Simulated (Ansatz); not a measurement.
C2H7GaSi can be A, `[CH2]1[SiH2][CH2][GaH]1`, or B, `C[CH]1[SiH2][GaH]1`.

Calculated with Ansatz (gas phase, PBE0-D4/def2-TZVP geometries, no zero-point term in ΔE). CBS: MP2 limit from def2 TZ/QZ plus the TZ coupled-cluster correction, frozen cores. DFT in def2-TZVPP. For Ga outer-core shells are correlated without core-valence functions, which leaves a few kJ/mol of doubt a bond. Scalar relativity is left out up to krypton.

Which isomer does CCSD(T)/CBS put lower? Give the gap. (Estimate.)

Computed: A, by 138.3 kJ/mol.

Give E(B) − E(A) in kJ/mol with PBE-D4, HF/def2-TZVPP, CCSD/def2-TZVPP, CCSD(T)/def2-TZVPP, MP2/def2-TZVPP, ωB97M-V, PBE0-D4. (Estimate.)

Ansatz gave: PBE-D4 118.5, HF/def2-TZVPP 141.9, CCSD/def2-TZVPP 139.3, CCSD(T)/def2-TZVPP 137.4, MP2/def2-TZVPP 145.9, ωB97M-V 139.9, PBE0-D4 128.2. None reverses the order clearly.

Largest T1 diagnostic: 0.013.

From PBE to PBE0 (25 % exact exchange), in def2-TZVPP and without D4, E(B) − E(A) moves by +10.1 kJ/mol.
